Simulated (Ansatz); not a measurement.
```xyz
8

C     0.0000    0.0000    0.4410
C     0.0000    1.2309   -0.2058
C     0.0000   -1.2309   -0.2058
H     0.0000    0.0000    1.5190
H     0.0000    2.1528    0.3453
H     0.0000   -2.1528    0.3453
H     0.0000    1.2962   -1.2795
H     0.0000   -1.2962   -1.2795
```

Basis set: pcseg-2 (spherical functions). Charge 0, multiplicity 2.

Computed with Ansatz (development build ahead of 0.2.0); each method stands on the lowest determinant of its kind that the runs found. Restricted functionals stand beside restricted open-shell atoms, which can lie above the unrestricted atoms usual in DFT and then raise those values.

The atomization energy at this shape (free ground-state atoms in the same class of orbitals less the molecule, no zero-point energy) of doublet C3H5:

```
                      method  atomization energy
PBE0 (restricted open-shell)            33.55 eV
          PBE (unrestricted)            33.99 eV
 PBE (restricted open-shell)            34.04 eV
```

Task: What does ROHF give?

Result: 25.34 eV. Caution for ROHF: in another basis set an unrestricted determinant lies well below.

The shape needn't be a minimum at these levels.
